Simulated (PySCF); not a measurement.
## Vertical excitation energies

Compound: C3H11B2N.
SMILES: `BNBCCC`

Method: TDDFT B3LYP/def2-SVPD, vertical, gas phase, core orbitals frozen in the response in PySCF 2.14.0, density-fitted response routines. Isolated species at its PBE0-D3(BJ)/def2-SVP geometry (one conformer only). Torsions of this conformer, `[BH2:1][NH:2][BH:3][CH2:4][CH2:5][CH3:6]`: B1–N2–B3–C4 178°, N2–B3–C4–C5 152°, B3–C4–C5–C6 176°.

**Question.** Predict the UV-vis stick spectrum at this level.

**Answer.** 

```tsv
state	E (eV)	λ (nm)	ν̃ (cm⁻¹)	f	main configurations (H = HOMO, L = LUMO)
S1	5.96	208.1	48060	0.0003	H→L (95%)
S2	6.33	195.7	51090	0.0007	H-2→L (90%)
S3	6.90	179.7	55660	0.153	H-1→L (90%)
S4	7.08	175.0	57140	0.140	H-3→L (80%), H-4→L (8%)
S5	7.37	168.2	59450	0.131	H-4→L (77%), H-3→L (12%)
S6	7.57	163.7	61080	0.0059	H→L+2 (77%), H-5→L (15%)
S7	7.61	163.0	61350	0.018	H-5→L (70%), H→L+2 (16%)
S8	7.81	158.8	62970	0.011	H→L+1 (97%)
S9	8.08	153.4	65200	0.0013	H-2→L+2 (91%)
S10	8.21	150.9	66250	0.067	H→L+3 (65%), H-1→L+1 (27%)
```

Triplets (Tamm–Dancoff): T1 5.55 eV, H→L (82%); T2 5.85 eV, H-2→L (75%); T3 6.00 eV, H-1→L (52%), H-3→L (25%), H-4→L (18%); T4 6.75 eV, H-3→L (42%), H-5→L (25%), H-1→L (10%).

The lowest singlet lies at 5.96 eV (208 nm, ultraviolet) and is dark (f under 0.0005); its leading configuration is HOMO→LUMO (95%). The most intense listed level is S3 at 6.90 eV (180 nm, f = 0.153), 0.94 eV above S1. Löwdin shares by element: HOMO carbon 34% or more, boron 24% or more, hydrogen 9% or more (atoms not listed hold the other 33%); LUMO boron 59%, nitrogen 15%, hydrogen 7% or more (atoms not listed hold the other 19%). Orbital energies (eV): HOMO-3 -9.15, HOMO-2 -8.93, HOMO-1 -8.88, HOMO -8.38, LUMO -1.23, LUMO+1 0.27, LUMO+2 0.30. Of the 10 states listed, 6 reach f = 0.01 and 1 stays under 0.0005. Weighted by f, the mean energy of these states is 7.28 eV. The vertical ionisation energy (ΔSCF) is 10.43 eV, 2.22 eV above S10. The window holds the lowest 10 singlets.

Time: 12 min wall, 7.2 min CPU. Hardware: one thread of an x86-64 server, no GPU (shared host).
